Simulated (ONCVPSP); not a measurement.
# Configuration tests for Zn (ONCV)

zinc (Zn), optimised norm-conserving Vanderbilt (ONCV), made with ONCVPSP 4.0.1 (PBE, scalar-relativistic). Core [Ne] 3s2, reference 3p6 3d10 4s2. Waves: 4s: rc 2.15 bohr, ncon 4, nbas 8, qcut 2.9 1/bohr, 2 projectors, debl 1.4 Ha; 3p: rc 0.80 bohr, ncon 3, nbas 7, qcut 16.9 1/bohr, 2 projectors, debl 0.4 Ha; 3d: rc 0.80 bohr, ncon 3, nbas 7, qcut 19.7 1/bohr, 2 projectors, debl 1.9 Ha. Local part: polynomial inside 0.65 bohr (lpopt 5, dvloc0 0 Ha). Core correction: polynomial model core, fcfact 0.5.

In the p channel the program set the typed energies aside and used -3.065, 0.250 Ha.

Energies are relative to the spin-unpolarised reference configuration 3p6 3d10 4s2; without spin polarisation the order of configurations can differ from experiment.

```csv
valence configuration,charge,ΔE all-electron (eV),error AE − PS (meV)
3p6 3d10 4s0,+2,28.331,-48
3p6 3d9 4s0,+3,68.865,-64
3p6 3d9 4s2,+1,17.901,-8.9
```

Task: What are ΔE and the potential's error for 3p6 3d10 4s1?

Result: ΔE = 9.889 eV all-electron; the error (AE − PS) is -7.3 meV.

Levels in the configuration 3p6 3d9 4s2:

```tsv
level	all-electron (eV)	pseudo (eV)
3p	-100.364	-100.406
3d	-26.314	-26.329
4s	-15.893	-15.876
```

Note: ghosts flagged at negative energy: s at -267.8 eV; no localised positive-energy state flagged. A true bound ghost makes a file unfit for plane-wave use.
